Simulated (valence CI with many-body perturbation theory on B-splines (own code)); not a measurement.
Forbidden lines of Gd24+

Calculated by relativistic CI+MBPT: four valence electrons over a frozen Dirac-Fock core [Kr], a basis of 9 s, 9 p, 10 d, 8 f, 5 g, 3 h, 1 i functions for each j, with the one-electron correlation potential Σ1, the two-electron term Σ2, the three-electron term Σ3, Breit, model QED; selected CI, second order for the rest (own B-spline code, finite nucleus).

No measured spectrum was set against this ion. As an estimate, terms of the open shell hold to 2 to 4 % of their energy, and close levels can change places. Only levels of the ground parity were solved; by the run's estimate the other parity begins above the list, which can be wrong where configurations are misplaced.

Lines 1 to 50 of 120 in falling wavelength, among levels below 379070 cm⁻¹, chosen from the decays that carry over 1 % of a level's rate. Wavelengths and rates use the calculated energies, so an error of 3000 cm⁻¹ moves a line at 31470 Å by 94 % and its rate by three times that or more. Electric multipoles are in the length gauge, E1 and E2 with the static RPA response of the core. S is in atomic units (e²a₀⁴ for E2 and M2, e²a₀⁶ for E3), for M1 in squared Bohr magnetons. Weak lines are less certain than strong ones. Lines between different terms over intervals too small for the method are left out, as are lines whose strength nearly cancels. Intervals below about 3000 cm⁻¹, as at the head of this list, are uncertain by tens of per cent. The highest levels of a list are the least certain.

Levels are named by their leading jj configuration (3d3/2^4 stands for four electrons in 3d with j = 3/2), which in mixed levels can hold well under half, so a name can repeat and another be missing. Letters in brackets count levels of one name in rising energy.

```csv
λ vac (Å),Upper,Lower,Type,A (s⁻¹),S (a.u.)
31470,(4d3/2^3 4d5/2) J=3,(4d3/2^3 4d5/2) J=4,M1,4.58e-01,3.71e+00
13110,(4d3/2^3 4d5/2) J=4,(4d3/2^3 4d5/2) J=2,E2,3.62e-06,1.13e-02
12610,(4d3/2^2 4d5/2^2) J=6,(4d3/2^2 4d5/2^2) J=5,M1,4.57e+00,4.42e+00
9255,(4d3/2^3 4d5/2) J=3,(4d3/2^3 4d5/2) J=2,M1,3.47e+01,7.13e+00
6689,(4d3/2^2 4d5/2^2) J=2 [b],(4d3/2^2 4d5/2^2) J=1,M1,3.31e+01,1.84e+00
6021,(4d3/2^2 4d5/2^2) J=5,(4d3/2^2 4d5/2^2) J=4 [a],M1,4.97e+01,4.42e+00
5791,(4d3/2^2 4d5/2^2) J=4 [b],(4d3/2^2 4d5/2^2) J=5,M1,9.69e+00,6.28e-01
4370,(4d3/2^3 4d5/2) J=2,(4d3/2^3 4d5/2) J=1,M1,4.17e+02,6.45e+00
3747,(4d3/2^2 4d5/2^2) J=1,(4d3/2^2 4d5/2^2) J=0 [a],M1,2.77e+02,1.62e+00
3657,(4d3/2^2 4d5/2^2) J=4 [b],(4d3/2^2 4d5/2^2) J=3 [a],M1,2.12e+02,3.46e+00
3452,(4d3/2^2 4d5/2^2) J=2 [d],(4d3/2^2 4d5/2^2) J=2 [c],M1,3.53e+01,2.69e-01
3351,(4d3/2^2 4d5/2^2) J=3 [b],(4d3/2^2 4d5/2^2) J=3 [a],M1,4.63e+01,4.52e-01
3312,(4d3/2^2 4d5/2^2) J=2 [b],(4d3/2^2 4d5/2^2) J=2 [a],M1,1.87e+02,1.26e+00
3154,(4d3/2 4d5/2^3) J=3 [c],(4d3/2 4d5/2^3) J=2 [a],M1,3.35e+02,2.72e+00
2952,(4d3/2^2 4d5/2^2) J=4 [b],(4d3/2^2 4d5/2^2) J=4 [a],M1,5.70e+01,4.89e-01
2749,(4d3/2^2 4d5/2^2) J=3 [b],(4d3/2^2 4d5/2^2) J=4 [a],M1,3.57e+01,1.93e-01
2728,(4d3/2 4d5/2^3) J=3 [b],(4d3/2 4d5/2^3) J=3 [a],M1,2.23e+02,1.17e+00
2691,(4d3/2^2 4d5/2^2) J=4 [a],(4d3/2^3 4d5/2) J=3,M1,3.54e+02,2.30e+00
2652,(4d3/2 4d5/2^3) J=3 [a],(4d3/2^2 4d5/2^2) J=4 [b],M1,2.13e+02,1.03e+00
2644,(4d3/2 4d5/2^3) J=1 [b],(4d3/2 4d5/2^3) J=0,M1,1.95e+02,4.01e-01
2479,(4d3/2^2 4d5/2^2) J=4 [a],(4d3/2^3 4d5/2) J=4,M1,2.00e+03,1.02e+01
2452,(4d3/2^3 4d5/2) J=1,(4d3/2^4) J=0,M1,2.10e+03,3.45e+00
2381,(4d3/2 4d5/2^3) J=4 [a],(4d3/2^2 4d5/2^2) J=5,M1,2.66e+02,1.20e+00
2342,(4d3/2^2 4d5/2^2) J=2 [c],(4d3/2^2 4d5/2^2) J=1,M1,1.20e+02,2.85e-01
2339,(4d3/2 4d5/2^3) J=2 [a],(4d3/2^2 4d5/2^2) J=2 [c],M1,7.96e+02,1.89e+00
2288,(4d3/2^2 4d5/2^2) J=3 [a],(4d3/2^3 4d5/2) J=3,M1,1.66e+03,5.15e+00
2274,(4d3/2 4d5/2^3) J=3 [b],(4d3/2^2 4d5/2^2) J=2 [c],M1,8.54e+01,2.61e-01
2153,(4d3/2 4d5/2^3) J=1 [b],(4d3/2^2 4d5/2^2) J=2 [d],M1,1.36e+03,1.51e+00
2142,(4d3/2 4d5/2^3) J=1 [a],(4d3/2^2 4d5/2^2) J=2 [b],M1,6.04e+02,6.60e-01
2133,(4d3/2^2 4d5/2^2) J=3 [a],(4d3/2^3 4d5/2) J=4,M1,3.09e+01,7.79e-02
2065,(4d3/2^2 4d5/2^2) J=4 [c],(4d3/2^2 4d5/2^2) J=3 [b],M1,1.17e+02,3.44e-01
2055,(4d3/2 4d5/2^3) J=5,(4d3/2^2 4d5/2^2) J=4 [b],M1,1.46e+03,5.18e+00
1963,(4d3/2^2 4d5/2^2) J=4 [c],(4d3/2^2 4d5/2^2) J=4 [b],M1,5.32e+01,1.34e-01
1920,(4d3/2 4d5/2^3) J=4 [a],(4d3/2^2 4d5/2^2) J=3 [a],M1,5.17e+02,1.22e+00
1855,(4d3/2 4d5/2^3) J=3 [c],(4d3/2^2 4d5/2^2) J=4 [c],M1,1.33e+03,2.20e+00
1842,(4d3/2^2 4d5/2^2) J=2 [a],(4d3/2^3 4d5/2) J=2,M1,1.37e+03,1.59e+00
1835,(4d3/2^2 4d5/2^2) J=3 [a],(4d3/2^3 4d5/2) J=2,M1,1.38e+03,2.21e+00
1771,(4d3/2 4d5/2^3) J=1 [b],(4d3/2 4d5/2^3) J=1 [a],M1,2.70e+02,1.67e-01
1763,(4d3/2^2 4d5/2^2) J=2 [d],(4d3/2^2 4d5/2^2) J=2 [b],M1,7.81e+02,7.93e-01
1759,(4d3/2^2 4d5/2^2) J=2 [d],(4d3/2^2 4d5/2^2) J=3 [b],M1,7.28e+02,7.34e-01
1756,(4d3/2^2 4d5/2^2) J=5,(4d3/2^3 4d5/2) J=4,M1,1.47e+03,3.25e+00
1726,(4d3/2^2 4d5/2^2) J=2 [c],(4d3/2^2 4d5/2^2) J=2 [a],M1,5.45e+02,5.19e-01
1724,(4d3/2 4d5/2^3) J=5,(4d3/2^2 4d5/2^2) J=6,M1,8.80e+02,1.84e+00
1706,(4d3/2 4d5/2^3) J=4 [a],(4d3/2^2 4d5/2^2) J=4 [a],M1,4.21e+03,6.98e+00
1649,(4d3/2^2 4d5/2^2) J=0 [b],(4d3/2 4d5/2^3) J=1 [a],M1,7.20e+02,1.20e-01
1622,(4d3/2 4d5/2^3) J=1 [a],(4d3/2^2 4d5/2^2) J=1,M1,2.38e+03,1.13e+00
1611,(4d3/2 4d5/2^3) J=6,(4d3/2^2 4d5/2^2) J=6,M1,1.84e+03,3.71e+00
1541,(4d3/2^2 4d5/2^2) J=6,(4d3/2^3 4d5/2) J=4,E2,1.26e-01,1.27e-02
1537,(4d3/2 4d5/2^3) J=3 [a],(4d3/2^2 4d5/2^2) J=3 [a],M1,3.58e+03,3.38e+00
1532,(4d3/2 4d5/2^3) J=3 [a],(4d3/2^2 4d5/2^2) J=2 [a],M1,4.34e+03,4.05e+00
```
